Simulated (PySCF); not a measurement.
**J couplings in `C[BH2-][AsH3+]`, CH8AsB**

Geometry:
```tsv
atom	x (Å)	y (Å)	z (Å)
C1	-1.479	0.386	-0.322
B2	-0.447	-0.434	0.600
As3	1.502	-0.085	-0.069
H4	-2.494	0.188	0.064
H5	-1.343	1.479	-0.290
H6	-1.483	0.075	-1.380
H7	-0.325	-0.060	1.761
H8	-0.468	-1.656	0.504
H9	1.883	-0.446	-1.488
H10	2.621	-0.793	0.655
H11	2.067	1.318	-0.047
```

Method: indirect couplings at PBE0/pcJ-1 (dyall-v2z on As), isolated molecule, Gaussian nuclear model, PBE0-D3(BJ)/def2-SVP geometry; PySCF integrals, density fitting.

Non-relativistic values:
| coupling | atoms | J (Hz) |
| --- | --- | --- |
| 1J(75As,11B) | As3 – B2 | -23.4 |
| 1J(75As,1H) | As3 – H9/H10/H11 | 204.4 |
| 2J(75As,13C) | As3 – C1 | -0.4 |
| 2J(75As,1H) | As3 – H7/H8 | 6.1 |
| 3J(75As,1H) | As3 – H4/H5/H6 | 39.5 |

**Question.** What do two-component X2C with spin–orbit coupling give?

**Answer.** 
```csv
coupling,atoms,with spin–orbit (Hz)
"1J(75As,11B)",As3 – B2,-32.3
"1J(75As,1H)",As3 – H9/H10/H11,193.8
"2J(75As,13C)",As3 – C1,0.1
"2J(75As,1H)",As3 – H7/H8,12.1
"3J(75As,1H)",As3 – H4/H5/H6,45.3
```

The largest listed coupling, 1J(75As,1H), ends at 0.95 times its non-relativistic value. Equivalent partners are averaged, as under fast rotation. In the static structure 3J(75As,1H) spreads over 106.5, 15.3, 14.0 Hz. Couplings to strongly quadrupolar nuclei (75As) are seldom resolved in solution.
